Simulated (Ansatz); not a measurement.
Calculated with Ansatz (gas phase, PBE0-D4/def2-TZVP geometries, no zero-point term in ΔE). CCSD(T)/CBS is the MP2 limit (def2-TZVPP, def2-QZVPP) plus CCSD(T) − MP2 in def2-TZVPP, frozen cores. Functionals use def2-TZVPP. One conformer a species, not always the lowest.

Reaction (formal exchange of groups at the Si–N bond): `O[Si](O)(F)N[SiH2]Cl` + `C=CF` → `O[Si](O)(F)F` + `C=CN[SiH2]Cl`

(1) Is it downhill or uphill in electronic energy at CCSD(T)/CBS, and by how much? (An estimate is asked.)

(2) What do these levels give: PBE-D4, r2SCAN-D4, PBE0-D4, ωB97X-V, ωB97M-V, PBE, HF/def2-TZVPP, SCS-MP2/def2-TZVPP, CCSD(T)/def2-TZVPP, SCS-MP2/def2-QZVPP, HF/CBS(def2), CCSD/CBS(def2)? (Estimate.)

Largest T1 diagnostic among the species: 0.012.

Answers

(1) The calculation gave: Downhill: ΔE = -106.5 kJ/mol.

(2) Ansatz gave: PBE-D4 -98.4, r2SCAN-D4 -103.6, PBE0-D4 -101.0, ωB97X-V -97.9, ωB97M-V -97.8, PBE -102.2, HF/def2-TZVPP -107.0, SCS-MP2/def2-TZVPP -109.4, CCSD(T)/def2-TZVPP -104.0, SCS-MP2/def2-QZVPP -111.5, HF/CBS(def2) -109.1, CCSD/CBS(def2) -107.3 kJ/mol.

The D4 term adds +6.1 kJ/mol with B3LYP and +3.6 kJ/mol with PBE0; it sums over pairs of atoms, weighted by their polarisabilities, and B3LYP, whose exchange is more repulsive, gets the larger term.

B3LYP here is the variant with VWN-RPA as its local correlation; programs differ in this.
